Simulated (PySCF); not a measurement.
Broadened absorption spectrum of C7H11N

Species: C7H11N.
Z-matrix (Å and degrees, PBE0-D3(BJ)/def2-SVP geometry), rows numbered from 1:
```
C 
C   1  1.3298
C   2  1.5114  1  134.43
C   3  1.5472  2   87.71  1  -154.09
C   2  1.5159  1  133.12  3  -166.13
C   5  1.5213  2  118.99  1    31.90
C   6  1.5002  5  111.69  2   171.29
N   7  1.2671  6  128.05  5  -115.72
H   1  1.0936  2  121.26  3    -6.99
H   1  1.0939  2  121.32  3   173.07
H   3  1.1028  2  112.09  1    92.93
H   3  1.1004  2  117.28  1   -33.46
H   4  1.1007  3  111.74  2    96.91
H   4  1.0988  3  117.81  2  -136.09
H   5  1.1059  2  109.79  1   -95.74
H   6  1.1047  5  109.01  2   -68.18
H   6  1.1035  5  109.71  2    49.02
H   7  1.1064  6  115.04  5    62.58
H   8  1.0280  7  109.76  6    -1.56
```

Method used: PySCF, TDDFT wB97X-D/def2-SVPD, vertical, gas phase, core orbitals frozen in the response.

Computed states:

```json
{"state": "S1", "E (eV)": "5.39", "f": "0.0029"}
{"state": "S2", "E (eV)": "6.90", "f": "0.363"}
{"state": "S3", "E (eV)": "7.22", "f": "0.015"}
{"state": "S4", "E (eV)": "7.35", "f": "0.012"}
{"state": "S5", "E (eV)": "7.65", "f": "0.020"}
{"state": "S6", "E (eV)": "7.66", "f": "0.031"}
{"state": "S7", "E (eV)": "7.89", "f": "0.045"}
{"state": "S8", "E (eV)": "8.12", "f": "0.034"}
{"state": "S9", "E (eV)": "8.13", "f": "0.024"}
{"state": "S10", "E (eV)": "8.17", "f": "0.176"}
```

Each state is given a Gaussian of 0.25 eV full width at half maximum, with ε(max) = 2.175×10⁸ f / Δν̃ (Δν̃ the width in cm⁻¹). The width is an assumption, not a result. The curve ends short of the highest state used, and states not computed would add to its high-energy end.

(1) Give the broadened spectrum and its maxima.

(2) Coming from long wavelengths, where does ε first pass 100 L mol⁻¹ cm⁻¹?

(3) On this curve, what absorbance would a 10⁻⁵ mol/L sample give at 222 nm over a 1 cm path?

Results:

(1) 
λ (nm), ε (L mol⁻¹ cm⁻¹) and a bar:
```
    163.7       4304 ###
    166.1       1931 ##
    168.5       2131 ##
    170.9       2577 ##
    173.2       3487 ###
    175.6      12403 ##########
    178.0      31804 #########################
    180.4      38160 ##############################
    182.8      21964 #################
    185.2       6404 #####
    187.6        997 #
    190.0         87 
    192.4          4 
    194.7          0 
    197.1          0 
    199.5          0 
    201.9          0 
    204.3          0 
    206.7          0 
    209.1          0 
    211.5          0 
    213.9          0 
    216.3          2 
    218.6          9 
    221.0         35 
    223.4         99 
    225.8        197 
    228.2        288 
    230.6        313 
    233.0        258 
    235.4        164 
    237.8         82 
    240.1         34 
    242.5         11 
    244.9          3 
    247.3          1
```

Maxima: 230 nm (5.39 eV), ε about 310, made up of S1 (100%); 180 nm (6.90 eV), ε about 39000, made up of S2 (100%) (ε in L mol⁻¹ cm⁻¹; maxima over ε = 5, shares over 10%). At its high-energy end, 7.57 eV, the curve is still rising (ε about 4200, from S5 and S6).

(2) At about 237 nm (5.23 eV), 0.16 eV below S1.

(3) 222 nm is 5.585 eV, where ε is about 57 L mol⁻¹ cm⁻¹, so A = ε c l ≈ 0.00057 (Beer–Lambert, with the gas-phase spectrum and the assumed width).

All these states lie below the vertical ionisation energy of 9.28 eV (ΔSCF).

One conformer stands for the species.
